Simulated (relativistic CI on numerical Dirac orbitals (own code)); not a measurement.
## Sensitivity of the levels of Sm XIV to α and to the nuclear radius

Method of calculation: Dirac-Coulomb-Breit CI, KLI orbitals optimised for each configuration, derivatives by finite differences, unscaled Slater integrals, QED left out (own radial code, finite nucleus).

CI space (outside the closed core [Kr] 4d10): 4f5s², 4f³, 4f²5s, 4f5s5p, 5s²5p, 4f²5p, 5s5p², 4f5p², 5p³. Double excitations out of closed p, d and f shells are left out; levels of such configurations are missing from the list, as are those of other unlisted configurations, and high levels can miss mixing partners.

With x = (α/α₀)² − 1 an excitation energy changes as ω = ω₀ + qx; K = 2q/ω₀ is the relative enhancement. Terms are leading LS components, so labels can repeat. The field-shift factor is F = δν/δ⟨r²⟩ for the transition from the lowest level.

Lowest level 4f5s² ²F°5/2.

```csv
Level,ω₀ (cm⁻¹),q (cm⁻¹),K,F (GHz/fm²)
4f5s² ²F°7/2,5928.7,5352,1.81,0.229
4f²5s ⁴H7/2,17766.5,122200,13.8,-119
4f²5s ⁴H9/2,19984.8,124000,12.4,-119
4f²5s ⁴H11/2,23176.2,127200,11,-119
4f²5s ⁴H13/2,26810.0,130500,9.74,-119
4f²5s ⁴F3/2,28032.9,123400,8.81,-119
4f²5s ⁴F5/2,29449.6,124700,8.47,-119
4f²5s ⁴F7/2,31290.8,126600,8.09,-119
4f²5s ⁴F9/2,31542.1,125700,7.97,-120
4f²5s ²H9/2,33436.7,127900,7.65,-120
4f²5s ²G7/2,37380.1,127600,6.83,-119
4f²5s ²H11/2,38850.0,132100,6.8,-121
4f²5s ²G9/2,39925.1,131200,6.57,-119
```

At this charge transitions that keep the count of f electrons are usually good to a few per cent. Terms inside the open d or f shell come out 10 to 20 % too wide with unscaled integrals. Levels and lines within the n = 5 or 6 shells can be off by up to 10 % or somewhat more, and those that change n by about 2 %, since core polarisation is missing. Levels that differ in their count of f electrons can be misplaced by several ten thousand cm⁻¹, since the correlation energy of f electrons is missing or only estimated; rates across such gaps can be off by orders of magnitude.
